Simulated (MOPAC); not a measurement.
Job for MOPAC: PM6 on AsGeH5 (SMILES [GeH3][AsH2]), a point of a torsion scan.

```
PM6 1SCF PRECISE CHARGE=0 THREADS=1
AsGeH5

Ge    -0.79967330 1     0.06254274 1    -0.02203672 1
As     1.57324580 1    -0.00992509 1     0.00340446 1
H     -1.50643117 1    -0.89990134 1    -0.94186785 1
H     -1.35523734 1     1.41293512 1    -0.39270632 1
H     -1.41094924 1    -0.21493446 1     1.32777253 1
H      1.62751034 1     0.32125216 1    -1.46003196 1
H      1.57457035 1    -1.47112140 1    -0.34025039 1
```

It printed:

```
*******************************************************************************
 **                                                                           **
 **                              MOPAC v23.2.5                                **
 **                                                                           **
 *******************************************************************************
 ** MOPAC's Digital Object Identifier: https://doi.org/10.5281/zenodo.6511958 **
 **                                                                           **
 ** Please cite the open-source release paper for use of this MOPAC version:  **
 ** J. E. Moussa and J. J. P. Stewart (2026)                                  **
 ** MOPAC: An open-source semiempirical molecular orbital program             **
 ** J. Open Source Softw., 11(119), 8025, https://doi.org/10.21105/joss.08025 **
 *******************************************************************************

                              PM6 CALCULATION RESULTS

 *******************************************************************************
 *  PM6        - The PM6 Hamiltonian to be used
 *
 *
 *
 *                 CHARGE ON SYSTEM = 0
 *
 *
 *
 *  PRECISE    - TIGHTER CRITERIA TO BE USED
 *  1SCF       - DO 1 SCF AND THEN STOP
 *  THREADS=1  - MULTI-THREADING NOT USED
 *  T=         - A TIME OF 172800.0 SECONDS REQUESTED
 *  DUMP=N     - RESTART FILE WRITTEN EVERY 7200.0 SECONDS REQUESTED
 *******************************************************************************
PM6 1SCF PRECISE CHARGE=0 THREADS=1
 AsGeH5

   ATOM   CHEMICAL          X               Y               Z
  NUMBER   SYMBOL      (ANGSTROMS)     (ANGSTROMS)     (ANGSTROMS)

     1      Ge         -0.79967330  *   0.06254274  *  -0.02203672  *
     2      As          1.57324580  *  -0.00992509  *   0.00340446  *
     3       H         -1.50643117  *  -0.89990134  *  -0.94186785  *
     4       H         -1.35523734  *   1.41293512  *  -0.39270632  *
     5       H         -1.41094924  *  -0.21493446  *   1.32777253  *
     6       H          1.62751034  *   0.32125216  *  -1.46003196  *
     7       H          1.57457035  *  -1.47112140  *  -0.34025039  *



          CARTESIAN COORDINATES

    NO.       ATOM           X           Y           Z

     1        Ge         -0.7997      0.0625     -0.0220
     2        As          1.5732     -0.0099      0.0034
     3         H         -1.5064     -0.8999     -0.9419
     4         H         -1.3552      1.4129     -0.3927
     5         H         -1.4109     -0.2149      1.3278
     6         H          1.6275      0.3213     -1.4600
     7         H          1.5746     -1.4711     -0.3403

 General Reference for PM6:
 "Optimization of Parameters for Semiempirical Methods V: Modification of NDDO Approximations
 and Application to 70 Elements", J. J. P. Stewart, J. Mol. Mod., 13, 1173-1213 (2007)
 URL: https://link.springer.com/article/10.1007/s00894-007-0233-4

           Empirical Formula: H5 Ge As  =     7 atoms



      MOLECULAR POINT GROUP   :   C1


      RHF CALCULATION, NO. OF DOUBLY OCCUPIED LEVELS = 7


 -------------------------------------------------------------------------------
 PM6 1SCF PRECISE CHARGE=0 THREADS=1
 AsGeH5



     1SCF WAS SPECIFIED, SO BFGS WAS NOT USED
     SCF FIELD WAS ACHIEVED


                              PM6 CALCULATION
                                                       MOPAC v23.2.5 Linux




          FINAL HEAT OF FORMATION =         61.48804 KCAL/MOL =     257.26597 KJ/MOL


          COSMO AREA              =        109.86 SQUARE ANGSTROMS
          COSMO VOLUME            =         98.57 CUBIC ANGSTROMS

          IONIZATION POTENTIAL    =          9.834794 EV
          HOMO LUMO ENERGIES (EV) =         -9.835  0.634
          NO. OF FILLED LEVELS    =          7
          MOLECULAR WEIGHT        =        152.5511         POINT GROUP:  C1

          MOLECULAR DIMENSIONS (Angstroms)

            Atom       Atom       Distance
            H     6    H     5     4.15832
            H     7    H     4     3.72806
           As     2    H     3     2.69983


          SCF CALCULATIONS        =          1





   ATOM   CHEMICAL          X               Y               Z
  NUMBER   SYMBOL      (ANGSTROMS)     (ANGSTROMS)     (ANGSTROMS)

     1      Ge         -0.79967330  *   0.06254274  *  -0.02203672  *
     2      As          1.57324580  *  -0.00992509  *   0.00340446  *
     3       H         -1.50643117  *  -0.89990134  *  -0.94186785  *
     4       H         -1.35523734  *   1.41293512  *  -0.39270632  *
     5       H         -1.41094924  *  -0.21493446  *   1.32777253  *
     6       H          1.62751034  *   0.32125216  *  -1.46003196  *
     7       H          1.57457035  *  -1.47112140  *  -0.34025039  *

                             CARTESIAN COORDINATES

   1   Ge       -0.799673300     0.062542740    -0.022036720
   2   As        1.573245800    -0.009925090     0.003404460
   3    H       -1.506431170    -0.899901340    -0.941867850
   4    H       -1.355237340     1.412935120    -0.392706320
   5    H       -1.410949240    -0.214934460     1.327772530
   6    H        1.627510340     0.321252160    -1.460031960
   7    H        1.574570350    -1.471121400    -0.340250390


           Empirical Formula: H5 Ge As  =     7 atoms



      MOLECULAR POINT GROUP   :   C1


                  EIGENVALUES
 -19.61611 -17.47869 -13.22122 -12.51406 -11.32461 -10.92755  -9.83479   0.63405
   2.32376   2.34274   3.23940   3.53268   3.82311  53.36329  53.49399  53.56470
  53.60940  53.78598


              NET ATOMIC CHARGES AND DIPOLE CONTRIBUTIONS

  ATOM NO.   TYPE          CHARGE      No. of ELECS.   s-Pop       p-Pop       d-Pop
    1         Ge          -0.706614        4.7066     1.22609     3.48052
    2         As           0.233161        4.7668     1.75205     3.00532     0.00946
    3          H           0.148266        0.8517     0.85173
    4          H           0.151266        0.8487     0.84873
    5          H           0.151834        0.8482     0.84817
    6          H           0.011206        0.9888     0.98879
    7          H           0.010881        0.9891     0.98912
 DIPOLE           X         Y         Z       TOTAL
 POINT-CHG.     1.559    -0.054    -0.006     1.560
 HYBRID        -1.073    -0.452    -0.782     1.402
 SUM            0.487    -0.506    -0.788     1.055


          ATOMIC ORBITAL ELECTRON POPULATIONS

     Atom    s        px        py        pz      x^2-y^2     xz        z^2       yz        xy
    1 Ge   1.22609   1.19217   1.14320   1.14515
    2 As   1.75205   0.80529   1.06447   1.13556   0.00409   0.00008   0.00423   0.00104   0.00002
    3  H   0.85173
    4  H   0.84873
    5  H   0.84817
    6  H   0.98879
    7  H   0.98912

 **********************
 *                    *
 * JOB ENDED NORMALLY *
 *                    *
 **********************




 == MOPAC DONE ==
```

The run finished.

Cost: around 0.03 core-seconds (rough).
